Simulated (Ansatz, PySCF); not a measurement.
silicon dioxide molecule (O2Si), SMILES O=[Si]=O.

Coordinates come from a ωB97X-D3(BJ)/def2-TZVP optimisation.

Vertical ionisation energy (IE) and electron affinity (EA) in eV. Rows of orbital energies are one-electron estimates. Where ΔSCF, EOM or ADC give a negative EA the extra electron is unbound and the value depends on the basis.

```tsv
level	IE	EA
−ε(HOMO), −ε(LUMO), B3LYP/def2-TZVPD (PySCF)	?	?
−ε(HOMO), −ε(LUMO), PBE/def2-TZVPD (PySCF)	8.46	4.49
ADC(2)/aug-cc-pVDZ (PySCF)	11.11	1.10
ΔSCF, PBE0/def2-TZVPD (Ansatz), final states of multiplicity 2 and 2	12.53	1.54
ΔSCF, PBE/def2-TZVPD (Ansatz), final states of multiplicity 2 and 2	12.34	1.52
```

Task: Fill in the missing entries. (An estimate is asked for; the answer gives what the named calculation found.)

Result: 
- −ε(HOMO), −ε(LUMO), B3LYP/def2-TZVPD (PySCF), IE: 9.75
- −ε(HOMO), −ε(LUMO), B3LYP/def2-TZVPD (PySCF), EA: 3.88

Task: What vertical singlet–triplet gap does ΔSCF give with PBE0/def2-TZVPD (Ansatz, a quantum-chemistry and plane-wave program) and with PBE/def2-TZVPD (Ansatz)? (An estimate is asked for; the answer gives what the named calculation found.)

Result: 3.85 and 3.70 eV (triplet above singlet where positive).

Task: Beyond the first one, list the lowest photoelectron lines from ADC(2)/aug-cc-pVDZ (PySCF 2.14.0) with their pole strengths (two spins summed). (An estimate is asked for; the answer gives what the named calculation found.)

Result: 12.43 eV (1.66), 12.45 eV (1.69), 12.45 eV (1.69), 14.49 eV (1.66).
